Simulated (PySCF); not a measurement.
**Cd²⁺: ionisation energy**

Cd²⁺ [Kr] 4d10 (1S) → Cd³⁺ [Kr] 4d9 (2D), as a difference of total energies. Computed with PySCF 2.14 in ANO-RCC-VTZP (7s6p4d2f1g, 68 functions), with scalar relativity by spin-free X2C-1e. Correlated levels: valence and next inner shell: [Ar] 3d10 frozen. The calculations carry no spin-orbit coupling.

```json
{"method": "UHF", "ionisation energy (eV)": "35.932", "plus first-order spin-orbit estimate": "35.635", "error of that sum (eV)": "-1.833"}
{"method": "MP2 (valence and next inner shell)", "ionisation energy (eV)": "37.657", "plus first-order spin-orbit estimate": "37.360", "error of that sum (eV)": "-0.108"}
{"method": "SCS-MP2 (valence and next inner shell)", "ionisation energy (eV)": "37.420", "plus first-order spin-orbit estimate": "37.122", "error of that sum (eV)": "-0.346"}
{"method": "CCSD (valence and next inner shell)", "ionisation energy (eV)": "37.310", "plus first-order spin-orbit estimate": "37.012", "error of that sum (eV)": "-0.456"}
{"method": "CCSD(T) (valence and next inner shell)", "ionisation energy (eV)": "37.383", "plus first-order spin-orbit estimate": "37.086", "error of that sum (eV)": "-0.382"}
```

Reference: 37.468 ± 0.006 eV (measured; NIST Atomic Spectra Database, ionization energies).

A first-order spin-orbit estimate (lowest level to lowest level, LS coupling) adds -0.298 eV.

Errors of the correlated levels include the incompleteness of this basis and the frozen core.
